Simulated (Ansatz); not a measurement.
Cost and result for the atomization energy of C2H6SSi (`C=CS[SiH3]`) (10 atoms, 9 bonds).

```xyz
10

C     1.583    0.876   -1.298
C     0.741    0.634   -0.303
S    -1.005    0.570   -0.520
Si   -1.483   -0.899    0.952
H     1.245    0.990   -2.322
H     2.645    0.977   -1.103
H     1.100    0.524    0.717
H    -2.962   -0.900    1.057
H    -0.865   -0.522    2.250
H    -0.999   -2.251    0.570
```

Charge 0, multiplicity 1. The geometry is a stationary point of PBE0-D4/def2-TZVP. It is one conformer, not always the lowest. Program: Ansatz. All runs use 2 threads of a server CPU on a shared host. Times are those of one run each, without the atoms' runs, and a repeat can differ threefold. Electronic energies, without spin–orbit coupling; frozen cores. CCSD(T)/CBS adds CCSD(T) − MP2 in def2-TZVPP to the MP2 limit, and its time is that of the two runs behind it. T1 = 0.012. B3LYP takes the VWN-RPA correlation (the form of Gaussian; ORCA's B3LYP/G). HSE06 is the plane-wave form, built on full-range PBE exchange.

CCSD(T)/CBS is a level of theory with its own doubt, some kJ/mol a heavy atom from the limit and from the frozen cores, so smaller differences don't rank the functionals.

```csv
level,functions,wall time,atomization (kcal/mol),difference from CCSD(T)/CBS,per bond
BLYP-D4/def2-TZVPP,230,3 s,843.0,-3.5,-0.4
revPBE-D4/def2-TZVPP,230,3.1 s,842.3,-4.2,-0.5
PBE-D4/def2-TZVPP (with forces),230,3.9 s,858.6,12.1,1.3
PBE0-D4/def2-TZVPP,230,4.1 s,847.7,1.2,0.1
CCSD(T)/def2-SVP,94,4.2 s,797.5,-49.0,-5.4
HSE06-D4/def2-TZVPP,230,6.5 s,848.3,1.8,0.2
B3LYP-D4/def2-TZVPP (with forces),230,7 s,846.7,0.2,0.0
r2SCANh-D4/def2-TZVPP,230,7 s,845.0,-1.5,-0.2
ωB97X-V/def2-TZVPP,230,11 s,849.7,3.2,0.4
B2PLYP/def2-TZVPP,230,11 s,836.3,-10.2,-1.1
MP2/def2-QZVPP,434,33 s,844.3,-2.2,-0.2
CCSD(T)/def2-TZVPP,230,81 s,824.4,-22.1,-2.5
CCSD(T)/CBS(def2),–,110 s,846.5,0.0,0.0
```

From PBE to PBE0 (25 % exact exchange), in def2-TZVPP and without D4, the atomization energy moves by −10.0 kcal/mol: exact exchange takes away binding that semilocal exchange gives to molecules. In def2-TZVPP, CCSD(T) changes the Hartree–Fock value by +196.2 kcal/mol (the triples alone add +12.3 kcal/mol) and MP2 by +203.1 kcal/mol; breaking electron pairs costs correlation energy, which Hartree–Fock lacks. At CCSD(T), def2-SVP lies −49.0 kcal/mol from the extrapolated value and def2-TZVPP −22.1 kcal/mol: correlation converges slowly with the basis, and small sets miss more of it in the bonded molecule than in its fragments.
